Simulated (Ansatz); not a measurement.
`[CH3][GaH][Cl]` + HCl → `[Cl][GaH][Cl]` + CH₄  (ligand exchange at a Ga–C bond)

Program: Ansatz. Geometries: PBE0-D4/def2-TZVP. ΔE: electronic, gas phase. CCSD(T)/CBS adds triple-zeta CCSD(T) − MP2 to the extrapolated MP2 energy (def2 sets, frozen cores). This one scheme is used for every species. DFT in def2-TZVPP. For Ga outer-core shells are correlated without core-valence functions, which leaves a few kJ/mol of doubt a bond. Scalar relativity is left out up to krypton.

| level | ΔE (eV) |
| --- | --- |
| LDA (SPW92) | -1.24 |
| BLYP-D4 | -1.33 |
| CCSD/def2-SVP | -1.46 |
| CCSD(T)/def2-TZVPP | -1.31 |

Q: What does CCSD(T)/CBS give? (Estimate.)

A: Ansatz gave: -1.29 eV. The listed levels differ from it by 0.05, -0.04, -0.17, -0.02 eV.

Largest T1 diagnostic among the species: 0.011.

Leaving LDA and LC-ωPBE aside and taking each functional with its dispersion term where it has one, the values, not all of them listed here, spread over 0.13 eV, from BHLYP-D4 to revPBE-D4. LDA lies +0.07 eV from PBE without D4. At CCSD(T), def2-SVP lies −0.16 eV from the extrapolated value and def2-TZVPP −0.01 eV.
